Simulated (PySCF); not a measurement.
Ranking problems on computed properties.

Species are written as SMILES; each is one conformer at its optimised geometry, gas phase, non-relativistic unless stated. Electronic properties by PySCF.

The conformers computed, where there is a choice (atom-mapped SMILES and torsion angles):
- `[CH3:1][CH2:2][O:3][C@:4]([CH3:5])([CH2:6][F:7])[CH2:8][Cl:9]`: C1–C2–O3–C4 174°, C2–O3–C4–C5 170°, O3–C4–C6–F7 -75°, O3–C4–C8–Cl9 -170°
- `[CH2:1]=[CH:2][Si@@H:3]1[CH2:4][C@@H:5]1[S:6][CH:7]([CH3:8])[CH3:9]`: C1–C2–Si3–C4 -148°, C4–C5–S6–C7 87°, C5–S6–C7–C8 68°
- `[CH3:1][CH2:2][C@:3]([CH2:4][F:5])([CH2:6][Cl:7])[O:8][CH3:9]`: C1–C2–C3–C4 179°, C2–C3–C4–F5 44°, C2–C3–C6–Cl7 56°, C2–C3–O8–C9 -62°
- `[CH3:1][C:2]([CH3:3])([CH2:4][F:5])[O:6][CH2:7][CH2:8][Cl:9]`: C1–C2–C4–F5 158°, C1–C2–O6–C7 -179°, C2–O6–C7–C8 -154°, O6–C7–C8–Cl9 71°
- `[CH3:1][O:2][C@@H:3]([CH3:4])[C@@H:5]([Cl:6])[CH2:7][CH2:8][F:9]`: C1–O2–C3–C4 70°, O2–C3–C5–Cl6 -66°, C3–C5–C7–C8 170°, C5–C7–C8–F9 -69°
- `[CH3:1][Si@@H:2]([PH2:3])[C@@H:4]([SiH3:5])[SiH2:6][F:7]`: C1–Si2–C4–Si5 -52°, Si2–C4–Si6–F7 -59°, H–P3–Si2–C1 -70°, H–P3–Si2–C1 -163°
- `[CH3:1][CH2:2][C@@H:3]1[CH2:4][C@:5]1([SiH3:6])[C:7]([CH3:8])=[S:9]`: C1–C2–C3–C4 153°, C4–C5–C7–C8 7°
- `[CH3:1][O:2][C@@:3]([CH3:4])([CH2:5][Cl:6])[C@H:7]([CH3:8])[F:9]`: C1–O2–C3–C4 -170°, O2–C3–C5–Cl6 -54°, O2–C3–C7–C8 43°

The conformers of `C[C@@H](F)CC[C@@H](Cl)CO`, `CCC[C@@H]1OCCO[C@H]1F` and `CO[C@@H]1CC[C@@H](CF)CO1` aren't listed.

(1) Rank by dipole moment, lowest first (PBE0/pcSseg-1 at GFN2-xTB geometries).
A. `CCO[C@](C)(CF)CCl`
B. `C(C[C@@H]([C@H](C)OC)Cl)F`
C. `CC(S[C@@H]1[Si@@H](C1)C=C)C`
D. `CC(C)(CF)OCCCl`
E. `CC[C@](CF)(CCl)OC`

(2) By how much do the two ends of that ranking differ?

(3) Rank by HOMO energy, lowest first (PBE0/pcSseg-1 at GFN2-xTB geometries).
A. `CC(C)(CF)OCCCl`
B. `CC[C@@H]1C[C@]1([SiH3])C(C)=S`
C. `C=C[Si@@H]1C[C@@H]1SC(C)C`
D. `CCC[C@@H]1OCCO[C@H]1F`
E. `C([C@@](OC)(CCl)CF)C`
F. `C[Si@@H](P)[C@@H]([SiH3])[SiH2]F`
G. `C[C@@H](F)CC[C@@H](Cl)CO`

(4) Give the two extremes of that set in hartree.

(5) Rank by HOMO–LUMO gap, highest first (PBE0/pcSseg-1 at GFN2-xTB geometries).
A. `C=C[Si@@H]1C[C@@H]1SC(C)C`
B. `CO[C@@H]1CC[C@@H](CF)CO1`
C. `C[Si@H]([C@H]([SiH2]F)[SiH3])P`
D. `CO[C@@](CCl)([C@H](C)F)C`
E. `C[C@@H](F)CC[C@@H](Cl)CO`
F. `CC[C@@H]1C[C@]1([SiH3])C(C)=S`

(6) By how much do the two ends of that ranking differ?

(7) Rank by smallest rotational constant, lowest first (GFN2-xTB).
A. `CC(C)(CF)OCCCl`
B. `C=C[Si@@H]1C[C@@H]1SC(C)C`
C. `C[Si@@H](P)[C@@H]([SiH3])[SiH2]F`
D. `C[C@]([C@@H](F)C)(OC)CCl`

(8) By how much do the two ends of that ranking differ?

Answers

(1) C (1.06 D), E (1.32 D), A (1.51 D), D (2.15 D), B (2.70 D).

(2) By 1.64 D, between `CO[C@@H](C)[C@@H](Cl)CCF` and `C=C[Si@@H]1C[C@@H]1SC(C)C`.

(3) G (-7.97 eV), E (-7.66 eV), A (-7.53 eV), F (-7.39 eV), D (-7.23 eV), B (-6.32 eV), C (-6.08 eV).

(4) `C[C@@H](F)CC[C@@H](Cl)CO`: -0.293 Eh; `C=C[Si@@H]1C[C@@H]1SC(C)C`: -0.224 Eh.

(5) B (9.04 eV), E (8.70 eV), D (8.53 eV), C (7.40 eV), A (5.44 eV), F (4.32 eV).

(6) By 4.72 eV, between `CO[C@@H]1CC[C@@H](CF)CO1` and `CC[C@@H]1C[C@]1([SiH3])C(C)=S`.

(7) B (0.527 GHz), C (0.632 GHz), A (0.726 GHz), D (0.880 GHz).

(8) By 0.353 GHz, between `CO[C@@](C)(CCl)[C@H](C)F` and `C=C[Si@@H]1C[C@@H]1SC(C)C`.
